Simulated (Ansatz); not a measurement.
Molecule (SMILES): B(=O)F.
Geometry (B3LYP-D3(BJ)/def2-TZVP, fixed):
```
B
O 1 1.2071
F 1 1.2860 2 180.00
```
Charge 0, spin multiplicity 1.

Basis-set convergence of the dipole moment at MP2 with Ansatz (a first-principles code). Dipoles come from the density behind the forces; the sign is taken along the dipole that this method gives in the largest set. The reference of a correlated method is not its basis-set limit, which lies further on. Cartesian d functions, on some or all atoms, in 6-31G**; all else is spherical. Cores are frozen. No added dispersion term, no relativity. Reference: the value in aug-pcseg-3, 2.053 D, itself unsure by roughly 0.002 D (its mean distance from aug-cc-pVQZ, def2-QZVPPD). Deviations are taken from unrounded values.

| basis | functions |
|---|---|
| STO-3G | 15 |
| 3-21G | 27 |
| 6-31G | 27 |
| def2-SVP | 42 |
| 6-31G** | 45 |
| 6-311G** | 54 |
| aug-pcseg-1 | 69 |
| def2-TZVPP | 93 |
| aug-pcseg-2 | 138 |
| def2-QZVPP | 171 |
| aug-pcseg-3 | 255 |

Task: Which is the smallest set listed that can be trusted to 0.05 D here, that is, within that of the reference together with its larger relatives (same family, alike in diffuse functions; a set with none to test it counts only in the reference's own line)?

Result: The smallest set listed that lies within 0.05 D of the reference with all its larger relatives (same family, alike in diffuse functions; a set with none counts only in the reference's own line) is aug-pcseg-1 (69 functions, -0.001 D off). Value minus reference: STO-3G -1.026, 3-21G -0.612, 6-31G -0.499, def2-SVP -0.230, 6-31G** -0.138, 6-311G** -0.206, aug-pcseg-1 -0.001, def2-TZVPP -0.041, aug-pcseg-2 -0.004, def2-QZVPP -0.011, aug-pcseg-3 0.000 D.
